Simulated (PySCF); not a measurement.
Isomers of C5H11B, mass 82.095 u with the commonest isotopes. Method: PySCF 2.14.0, PBE0-D3(BJ)/def2-SVP geometry optimisation, gas phase. One conformer each, none proved a minimum here; rigid rotors.

Question: Order these by rotational constant B, largest first.
A. `[BH2:1][C@@H:2]1[CH2:3][CH2:4][C@@H:5]1[CH3:6]` with H–B1–C2–C3 -37° and 148°, B1–C2–C3–C4 -147°, C2–C3–C4–C5 14°, C3–C4–C5–C6 102°, B1–C2–C5–C4 146°
B. `[BH:1]1[CH2:2][CH2:3][CH2:4][CH2:5][CH2:6]1` with C6–B1–C2–C3 19°, B1–C2–C3–C4 -38°, C2–C3–C4–C5 60°, C3–C4–C5–C6 -60°
C. `[BH2:1][C@H:2]([CH3:3])[CH2:4][CH:5]=[CH2:6]` with H–B1–C2–C3 -30° and 156°, B1–C2–C4–C5 -56°, C2–C4–C5–C6 123°
D. `[BH2:1]/[CH:2]=[C:3](\[CH3:4])[CH2:5][CH3:6]` with C2–C3–C5–C6 104°
E. `[CH3:1][B:2]1[CH2:3][CH2:4][CH2:5][CH2:6]1` with C1–B2–C3–C4 172°, B2–C3–C4–C5 30°, C3–C4–C5–C6 -39°, C4–C5–C6–B2 31°
F. `[BH2:1][CH:2]1[CH2:3][CH2:4][CH2:5][CH2:6]1` with H–B1–C2–C3 -27° and 159°, B1–C2–C3–C4 -174°, C2–C3–C4–C5 17°, C3–C4–C5–C6 7°, C4–C5–C6–C2 -29°
G. `[CH3:1][BH:2][CH2:3]/[CH:4]=[CH:5]\[CH3:6]` with C1–B2–C3–C4 159°, B2–C3–C4–C5 100°

Answer: B (4161 MHz), A (3757 MHz), F (3029 MHz), E (2777 MHz), D (2164 MHz), C (1958 MHz), G (1462 MHz).

Question: Order these by radius of gyration √(Σ m r²/M), largest first.
A. `[CH3:1][BH:2][CH2:3]/[CH:4]=[CH:5]\[CH3:6]` with C1–B2–C3–C4 159°, B2–C3–C4–C5 100°
B. `[BH2:1][C@H:2]([CH3:3])[CH2:4][CH:5]=[CH2:6]` with H–B1–C2–C3 -30° and 156°, B1–C2–C4–C5 -56°, C2–C4–C5–C6 123°
C. `[BH2:1][CH:2]1[CH2:3][CH2:4][CH2:5][CH2:6]1` with H–B1–C2–C3 -27° and 159°, B1–C2–C3–C4 -174°, C2–C3–C4–C5 17°, C3–C4–C5–C6 7°, C4–C5–C6–C2 -29°
D. `[BH2:1][C@@H:2]1[CH2:3][CH2:4][C@@H:5]1[CH3:6]` with H–B1–C2–C3 -37° and 148°, B1–C2–C3–C4 -147°, C2–C3–C4–C5 14°, C3–C4–C5–C6 102°, B1–C2–C5–C4 146°
E. `[BH:1]1[CH2:2][CH2:3][CH2:4][CH2:5][CH2:6]1` with C6–B1–C2–C3 19°, B1–C2–C3–C4 -38°, C2–C3–C4–C5 60°, C3–C4–C5–C6 -60°
F. `[BH2:1]/[CH:2]=[C:3](\[CH3:4])[CH2:5][CH3:6]` with C2–C3–C5–C6 104°
G. `[CH3:1][B:2]1[CH2:3][CH2:4][CH2:5][CH2:6]1` with C1–B2–C3–C4 172°, B2–C3–C4–C5 30°, C3–C4–C5–C6 -39°, C4–C5–C6–B2 31°

Answer: A (2.175 Å), B (1.963 Å), F (1.906 Å), G (1.757 Å), C (1.697 Å), D (1.672 Å), E (1.645 Å).

Question: Order these by out-of-plane moment Σ m c² = (Ia + Ib − Ic)/2, smallest first.
A. `[BH2:1]/[CH:2]=[C:3](\[CH3:4])[CH2:5][CH3:6]` with C2–C3–C5–C6 104°
B. `[BH:1]1[CH2:2][CH2:3][CH2:4][CH2:5][CH2:6]1` with C6–B1–C2–C3 19°, B1–C2–C3–C4 -38°, C2–C3–C4–C5 60°, C3–C4–C5–C6 -60°
C. `[BH2:1][CH2:2][C@H:3]([CH3:4])[CH:5]=[CH2:6]` with H–B1–C2–C3 -14° and 169°, B1–C2–C3–C4 -68°, C2–C3–C5–C6 -119°
D. `[BH2:1][CH:2]1[CH2:3][CH2:4][CH2:5][CH2:6]1` with H–B1–C2–C3 -27° and 159°, B1–C2–C3–C4 -174°, C2–C3–C4–C5 17°, C3–C4–C5–C6 7°, C4–C5–C6–C2 -29°
E. `[CH3:1][BH:2][CH2:3]/[CH:4]=[CH:5]\[CH3:6]` with C1–B2–C3–C4 159°, B2–C3–C4–C5 100°
F. `[BH2:1][C@@H:2]1[CH2:3][CH2:4][C@@H:5]1[CH3:6]` with H–B1–C2–C3 -37° and 148°, B1–C2–C3–C4 -147°, C2–C3–C4–C5 14°, C3–C4–C5–C6 102°, B1–C2–C5–C4 146°
G. `[BH2:1][C@H:2]([CH3:3])[CH2:4][CH:5]=[CH2:6]` with H–B1–C2–C3 -30° and 156°, B1–C2–C4–C5 -56°, C2–C4–C5–C6 123°

Answer: D (10.32 u·Å²), B (11.52 u·Å²), G (13.61 u·Å²), E (15.86 u·Å²), C (17.75 u·Å²), A (18.56 u·Å²), F (19.97 u·Å²).

| SMILES | point group | Ia (u·Å²) | Ib (u·Å²) | Ic (u·Å²) | κ | μa (D) | μb (D) | μc (D) |
| --- | --- | --- | --- | --- | --- | --- | --- | --- |
| B[C@H](C)CC=C | C1 | 71.78 | 258.12 | 302.69 | -0.89 | 0.27 | 0.70 | 0.26 |
| CBC/C=C\C | C1 | 58.70 | 345.68 | 372.67 | -0.97 | 0.45 | 0.19 | 0.48 |
| BC1CCCC1 | near Cs | 79.81 | 166.83 | 226.00 | -0.61 | 0.71 | 0.01 | 0.20 |
| B1CCCCC1 | Cs | 112.21 | 121.46 | 210.62 | 0.67 | 0.00 | 0.46 | 0.17 |
| B[C@@H]1CC[C@@H]1C | C1 | 114.90 | 134.50 | 209.46 | 0.35 | 0.63 | 0.31 | 0.37 |
| CB1CCCC1 | – | 81.37 | 181.97 | 243.24 | -0.66 | 0.29 | 0.03 | 0.11 |
| B/C=C(\C)CC | C1 | 83.20 | 233.56 | 279.65 | -0.83 | 2.39 | 0.68 | 0.34 |
| BC[C@H](C)C=C | C1 | 85.73 | 235.64 | 285.87 | -0.82 | 0.30 | 0.01 | 0.32 |
